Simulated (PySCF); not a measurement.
# Bond lengths and vibrations by method: CH5Si anion

Calculated results; nothing here was measured. The program is PySCF 2.14.0, an open-source quantum chemistry code, run on an isolated molecule that a program drew, which may never have been made. The molecule is CH5Si anion (charge -1, singlet), drawn as the SMILES string `C[SiH2-]`.

The geometry was optimised and harmonic frequencies were computed with HF and MP2, all in the aug-cc-pV(D+d)Z basis, for the commonest isotopes, with a restricted reference for singlets and an unrestricted one otherwise, and a frozen core in MP2. Each result is a local minimum of its method.

Geometry at the HF minimum:
```xyz
7
CH5Si anion, angstrom
C    -2.3848   -1.1302    1.1943
Si   -2.0797   -2.9801    0.5823
H    -2.0638   -0.4201    0.4223
H    -1.8629   -0.8705    2.1230
H    -3.4562   -0.9582    1.3551
H    -2.3560   -3.7102    1.9125
H    -0.5419   -3.0088    0.6970
```

Lengths of the bonds as drawn, in Å (atoms numbered as above):
| bond | HF | MP2 |
|---|---|---|
| C1-Si2 | 1.972 | 1.982 |
| C1-H3 | 1.097 | 1.107 |
| C1-H4 | 1.097 | 1.107 |
| C1-H5 | 1.097 | 1.107 |
| Si2-H6 | 1.542 | 1.543 |
| Si2-H7 | 1.542 | 1.543 |

Rotational constants, in GHz:
| constant | HF | MP2 |
|---|---|---|
| A | 65.96 | 65.24 |
| B | 10.79 | 10.68 |
| C | 10.61 | 10.54 |

Harmonic frequencies in cm^-1, each column in rising order, so a row needn't be the same motion in every method:
| rank | HF | MP2 |
|---|---|---|
| 1 | 215 | 196 |
| 2 | 595 | 555 |
| 3 | 603 | 576 |
| 4 | 645 | 598 |
| 5 | 920 | 855 |
| 6 | 939 | 883 |
| 7 | 1009 | 952 |
| 8 | 1320 | 1202 |
| 9 | 1545 | 1442 |
| 10 | 1551 | 1448 |
| 11 | 1925 | 1927 |
| 12 | 1952 | 1939 |
| 13 | 3098 | ? |
| 14 | 3154 | 3092 |
| 15 | 3157 | 3098 |

**Estimate the missing MP2 frequency from the HF column.**

A single factor s that minimises the squared misfit of MP2 against s times HF over the other rows is sum(HF x MP2) / sum(HF^2) = 0.9704, with an rms misfit of 42 cm^-1. For rank 13 it gives 0.9704 x 3098 = 3006 cm^-1. The calculation gives 3005 cm^-1, 1 cm^-1 below the estimate. The drawn bonds are on average 0.6 % longer in MP2 than in HF.
